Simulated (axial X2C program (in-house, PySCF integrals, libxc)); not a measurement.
# Testing model relations on NbSn

A bond curve at the PBE0 level, with spin–orbit coupling, was computed with an axial X2C code built on PySCF integrals (basis Sn dyall-cv3z [11s12p9d4f1g], Nb dyall-cv3z [11s12p9d5f3g] (cores contracted in-house)) for the state Ω = 5/2 (⟨Sz⟩ = 2.51, ⟨Lz⟩ = -0.01 at PBE0). Its fit gives Re = 2.6966 Å, ωe = 218.7 cm⁻¹, ωexe = 0.471 cm⁻¹ and αe = 1.220e-04 cm⁻¹; the masses are 119.9022 and 92.9064 u. Two-component means X2C with spin–orbit coupling and atomic mean-field Coulomb and Gaunt terms.

Question: Find the reduced mass, Be and the force constant.

Answer: From the PBE0 values: μ = 52.3460 u. Be = 16.8576/(μ Re²) = 0.04429 cm⁻¹. k = 5.8918×10⁻⁷ μ ωe² = 1.48 mdyn/Å.

Question: Where do the fundamental and the first overtone lie?

Answer: ν(1←0) = ωe − 2ωexe = 217.8 cm⁻¹; ν(2←0) = 2ωe − 6ωexe = 434.6 cm⁻¹.

Question: Estimate the centrifugal constant by the Kratzer relation.

Answer: D = 4Be³/ωe² = 7.26e-09 cm⁻¹.

Question: A Morse curve ties αe to the other constants (Pekeris). How well does that hold?

Answer: αe(Morse) = 6Be²/ωe × (√(ωexe/Be) − 1) = 1.217e-04 cm⁻¹; the PBE0 curve gives 1.220e-04 cm⁻¹, a ratio of 1.00.

One determinant describes the state; a PBE0 search over occupations chose it and may have missed a lower one. Density functionals use the spin component along the axis (collinear). With several unpaired electrons one determinant need not be a pure state. This is the top spin component of a Σ state; components of lower Ω are not single determinants and can lie lower.
